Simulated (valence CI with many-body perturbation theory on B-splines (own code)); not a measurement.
**E1 transitions of Cr XX**

Calculated by relativistic CI+MBPT: three valence electrons over a frozen Dirac-Fock core [He], a basis of 11 s, 11 p, 10 d, 8 f, 5 g, 2 h functions for each j, with the one-electron correlation potential Σ1 (screened to all orders), the two-electron term Σ2, the three-electron term Σ3, Breit, model QED; selected single and double excitations, second order for the rest, scaled by the run's own slope (own B-spline code, finite nucleus).

No measured spectrum was set against this ion. As an estimate, levels of excited configurations hold to 0.05 to 0.15 % of their energy, terms of the ground configuration to about 0.5 %.

Lines 151 to 200 of 578 in falling wavelength, among levels below 91.187 Ry, chosen from the strongest by gf and those to the six lowest levels. Wavelengths and rates use the calculated energies, so an error of 600 cm⁻¹ moves a line at 14.83 nm by 0.089 % and its rate by three times that or more. Electric multipoles are in the length gauge with retardation, E1 and E2 with the static RPA response of the core. Weak lines are less certain than strong ones. Lines between different terms over intervals too small for the method are left out, as are lines whose strength nearly cancels. Where a level lies close to another of its J and parity, the split of strength between their lines is uncertain. The highest levels of a list are the least certain.

Names give the largest LS component (configuration and term), which can be under half, so a name can repeat, a term be missing and a line seem to break the LS rules; names also repeat where a configuration has a term twice. Letters in brackets count levels of one name in rising energy.

```
λ vac (nm)                 Upper                 Lower   A (s⁻¹)  S (a.u.) with core polarisation  S without
     14.83   2s.2p.4f 2D_3/2 [b]        2s2.4f 2F°_5/2  1.71e+10                         1.10e-01   1.11e-01
     14.79  2s.2p.3d 2D°_3/2 [b]         2s2.3d 2D_3/2  1.63e+10                         1.04e-01   1.05e-01
     14.76   2s.2p.4p 2S_1/2 [b]        2s2.4p 2P°_3/2  2.22e+10                         7.04e-02   7.06e-02
     14.74  2s.2p.3d 2D°_5/2 [b]         2s2.3d 2D_5/2  1.76e+10                         1.67e-01   1.67e-01
     14.72  2s.2p.4d 2P°_3/2 [b]         2s2.4d 2D_5/2  2.00e+10                         1.26e-01   1.26e-01
     14.72  2s.2p.4d 2P°_1/2 [b]         2s2.4d 2D_3/2  2.22e+10                         6.98e-02   7.01e-02
     14.68   2s.2p.3p 2P_3/2 [b]        2s2.3p 2P°_3/2  1.68e+10                         1.05e-01   1.05e-01
     14.62       2s.2p.3p 2D_3/2        2s2.3p 2P°_1/2  1.41e+10                         8.70e-02   8.74e-02
     14.60  2s.2p.3s 2P°_3/2 [b]         2s2.3s 2S_1/2  1.42e+10                         8.69e-02   8.73e-02
     14.24  2s.2p.3d 2P°_3/2 [b]         2s2.3d 2D_5/2  2.00e+10                         1.14e-01   1.14e-01
     14.08           2p3 4S°_3/2         2s.2p2 4P_3/2  1.29e+10                         7.10e-02   7.13e-02
     13.53           2p3 2P°_1/2         2s.2p2 2D_3/2  2.23e+10                         5.44e-02   5.46e-02
     13.39           2p3 4S°_3/2         2s.2p2 4P_1/2  7.97e+09                         3.77e-02   3.79e-02
     13.15         2s.2p2 2P_1/2        2s2.2p 2P°_1/2  3.13e+10                         7.03e-02   7.06e-02
     13.07         2s.2p2 2S_1/2        2s2.2p 2P°_3/2  2.84e+10                         6.26e-02   6.29e-02
     12.93           2p3 2P°_3/2         2s.2p2 2D_3/2  3.90e+09                         1.66e-02   1.67e-02
     12.84         2s.2p2 2P_3/2        2s2.2p 2P°_3/2  3.66e+10                         1.53e-01   1.53e-01
     11.60         2s.2p2 2P_3/2        2s2.2p 2P°_1/2  5.60e+09                         1.73e-02   1.73e-02
     5.087   2s.2p.4f 2G_9/2 [b]        2p2.3p 2F°_7/2  5.82e+10                         3.78e-02   3.78e-02
     5.058   2s.2p.4f 2G_7/2 [b]        2p2.3p 2F°_5/2  4.69e+10                         2.39e-02   2.39e-02
     4.836   2s.2p.4p 2D_5/2 [a]  2s.2p.3d 2F°_7/2 [a]  6.12e+10                         2.05e-02   2.05e-02
     4.817       2s.2p.4f 4G_9/2  2s.2p.3d 2F°_7/2 [a]  1.14e+11                         6.26e-02   6.27e-02
     4.781   2s.2p.4f 2D_5/2 [a]  2s.2p.3d 2P°_3/2 [a]  3.12e+11                         1.01e-01   1.01e-01
     4.765   2s.2p.4f 4F_7/2 [a]  2s.2p.3d 2F°_5/2 [a]  1.52e+11                         6.50e-02   6.50e-02
     4.719       2s.2p.4f 4G_7/2  2s.2p.3d 2F°_5/2 [a]  9.24e+10                         3.83e-02   3.84e-02
     4.705   2s.2p.4f 2G_7/2 [a]  2s.2p.3d 2F°_5/2 [a]  3.98e+11                         1.64e-01   1.64e-01
     4.700       2s.2p.4f 4D_3/2  2s.2p.3d 2P°_1/2 [a]  1.22e+11                         2.49e-02   2.49e-02
     4.684   2s.2p.4f 2D_3/2 [a]  2s.2p.3d 2P°_1/2 [a]  1.34e+12                         2.73e-01   2.73e-01
     4.672   2s.2p.4p 2D_5/2 [b]  2s.2p.3d 2F°_7/2 [b]  6.85e+10                         2.07e-02   2.07e-02
     4.670   2s.2p.4f 2F_7/2 [a]  2s.2p.3d 2F°_7/2 [a]  2.48e+11                         9.97e-02   9.98e-02
     4.662   2s.2p.4f 2G_9/2 [a]  2s.2p.3d 2F°_7/2 [a]  1.95e+12                         9.78e-01   9.78e-01
     4.650   2s.2p.4f 4F_5/2 [b]  2s.2p.3d 2P°_3/2 [a]  2.67e+11                         7.96e-02   7.96e-02
     4.638       2s.2p.4f 4D_5/2  2s.2p.3d 2P°_3/2 [a]  1.05e+12                         3.09e-01   3.09e-01
     4.627   2s.2p.4f 2G_7/2 [a]  2s.2p.3d 4P°_5/2 [b]  1.99e+11                         7.78e-02   7.78e-02
     4.627   2s.2p.4f 2D_3/2 [a]  2s.2p.3d 2P°_3/2 [a]  4.39e+11                         8.58e-02   8.58e-02
     4.622       2s.2p.4p 4D_7/2      2s.2p.3d 4F°_9/2  5.75e+10                         2.24e-02   2.24e-02
     4.616       2s.2p.4f 4G_9/2      2s.2p.3d 4D°_7/2  2.44e+11                         1.19e-01   1.19e-01
     4.610       2s.2p.4f 4G_5/2  2s.2p.3d 2D°_3/2 [a]  2.48e+11                         7.19e-02   7.19e-02
     4.596  2s.2p.4s 2P°_3/2 [a]   2s.2p.3p 2D_5/2 [a]  1.84e+11                         3.53e-02   3.53e-02
     4.588       2s.2p.4f 4G_7/2  2s.2p.3d 2D°_5/2 [a]  4.04e+11                         1.54e-01   1.54e-01
     4.585   2s.2p.4f 4F_7/2 [b]  2s.2p.3d 2F°_5/2 [a]  1.52e+11                         5.77e-02   5.77e-02
     4.577   2s.2p.4f 2F_7/2 [a]  2s.2p.3d 2F°_5/2 [a]  1.12e+12                         4.22e-01   4.22e-01
     4.575   2s.2p.4f 2G_7/2 [a]  2s.2p.3d 2D°_5/2 [a]  8.91e+11                         3.37e-01   3.37e-01
     4.570   2s.2p.4f 2D_3/2 [b]  2s.2p.3d 2P°_1/2 [c]  7.06e+11                         1.33e-01   1.33e-01
     4.568       2s.2p.4f 4D_5/2  2s.2p.3d 2F°_5/2 [a]  3.18e+11                         8.97e-02   8.98e-02
     4.566   2s.2p.4f 2D_3/2 [b]  2s.2p.3d 2P°_3/2 [b]  3.10e+11                         5.82e-02   5.82e-02
     4.564      2s.2p.4s 4P°_5/2       2s.2p.3p 4P_5/2  1.43e+11                         4.01e-02   4.01e-02
     4.563   2s.2p.4f 2D_5/2 [b]  2s.2p.3d 2P°_3/2 [b]  1.80e+12                         5.07e-01   5.07e-01
     4.563   2s.2p.4f 4F_5/2 [a]  2s.2p.3d 2D°_3/2 [a]  1.52e+11                         4.27e-02   4.27e-02
     4.561       2s.2p.4f 4G_5/2  2s.2p.3s 2P°_3/2 [b]  7.02e+10                         1.97e-02   1.97e-02
```
